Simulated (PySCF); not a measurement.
Spinor energies of Sn³⁸⁺ (tin, charge +38)

Start: [Ne] 3s2. Calculated with PySCF 2.14 in an uncontracted even-tempered set (18 s from 7.7 bohr⁻², ratio 2.4; 13 p from 10 bohr⁻², ratio 2.4; 4 d from 33 bohr⁻², ratio 2.6; 4 f from 50 bohr⁻², ratio 2.6): generalised Hartree-Fock with the X2C-1e Hamiltonian and a Gaussian nucleus; one run each with spin-orbit coupling (SO) switched off, then screened by Boettger's factors.

| spinor shell | electrons | ε, spin-free (eV) | ε, screened SO (eV) | weight of nominal j (screened SO) | rms radius, screened SO (bohr) |
| --- | --- | --- | --- | --- | --- |
| 1s1/2 | 2 | -31703.0 | -31701.1 | 1.000 | 0.0332 |
| 2s1/2 | 2 | -6738.8 | -6738.3 | 1.000 | 0.133 |
| 2p1/2 | 2 | -6287.2 | -6453.1 | 1.000 | 0.115 |
| 2p3/2 | 4 | -6287.2 | -6212.1 | 1.000 | 0.120 |
| 3s1/2 | 2 | -2681.0 | -2680.9 | 1.000 | 0.320 |

```tsv
quantity	spin-free	screened SO
E (hartree)	-4913.26901	-4914.49083
M_J	0	0
⟨J²⟩	0.000	0.000
⟨L²⟩	0.000	0.006
⟨S²⟩	0.000	0.006
```

Breit and QED terms are absent; they matter most for the inner s and p1/2 levels.

Densities and radii are taken from the X2C orbitals without a picture-change correction, which distorts them close to the nucleus.

Without spin-orbit coupling the j labels of p, d and f shells carry no meaning; the spin-free column gives the mean over the occupied spinors of each nl shell.
